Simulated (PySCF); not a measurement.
Species: trans-Sn(H2O)2Cl4.
Bonds: Sn1–O2, Sn1–O5, Sn1–Cl8, Sn1–Cl9, Sn1–Cl10, Sn1–Cl11. Hydrogens: H3, H4 on O2; H6, H7 on O5.

A GFN2-xTB structure was refined with PySCF 2.14.0, PBE0-D3(BJ)/def2-SVP geometry optimisation, gas phase, def2 core potentials past Kr. Its GFN2-xTB values:

```json
{"coordinate": "Sn1–O2", "GFN2-xTB": "2.668 Å"}
{"coordinate": "Sn1–O5", "GFN2-xTB": "2.724 Å"}
{"coordinate": "Sn1–Cl8", "GFN2-xTB": "2.414 Å"}
{"coordinate": "O2–H3", "GFN2-xTB": "0.990 Å"}
{"coordinate": "O2–Sn1–O5", "GFN2-xTB": "176.2°"}
{"coordinate": "O2–Sn1–Cl8", "GFN2-xTB": "92.8°"}
{"coordinate": "O2–Sn1–Cl9", "GFN2-xTB": "87.5°"}
{"coordinate": "O5–Sn1–Cl11", "GFN2-xTB": "87.9°"}
{"coordinate": "Cl8–Sn1–Cl9", "GFN2-xTB": "175.5°"}
{"coordinate": "Cl8–Sn1–Cl10", "GFN2-xTB": "89.3°"}
```

Question: How do these coordinates change at the PBE0-D3(BJ)/def2-SVP level?

Answer: 
| coordinate | PBE0-D3(BJ)/def2-SVP (Å or °) | change |
| --- | --- | --- |
| Sn1–O5 | 2.278 | -0.446 |
| Sn1–O2 | 2.278 | -0.390 |
| Sn1–Cl8 | 2.385 | -0.029 |
| O2–H3 | 0.973 | -0.017 |
| O5–Sn1–Cl11 | 83.8 | -4.1 |
| Cl8–Sn1–Cl9 | 179.5 | +4.0 |
| O2–Sn1–O5 | 179.8 | +3.6 |
| O2–Sn1–Cl9 | 84.6 | -2.9 |
| O2–Sn1–Cl8 | 95.0 | +2.2 |
| Cl8–Sn1–Cl10 | 89.8 | +0.5 |

The energy falls by 118.5 kJ/mol over 25 energy and gradient evaluations, the largest force component goes from 0.0665 to 1.9e-04 Eh/bohr, and the atoms move by 0.574 Å rms after alignment. The bond that changes most is Sn1–O5 (ends: tin bonded to 4 Cl and 2 O; oxygen bonded to Sn and 2 H), which shortens by 0.446 Å. Bonds longer at the end by more than 0.005 Å: 2 of 10; shorter: 7. Among the dihedrals that turn most is Cl8–Sn1–O2–H4, from 20° to 79°. Rotational constants go from 738.9, 732.6, 600.5 to 866.6, 857.9, 624.4 MHz.

The run used 146 basis functions and 173 SCF cycles in all. On an Arm Neoverse V2 with one thread (shared host), this took 5.2 min of wall time and 0.62 GiB of memory at its peak.

Whether it is a minimum is left open (no frequencies).
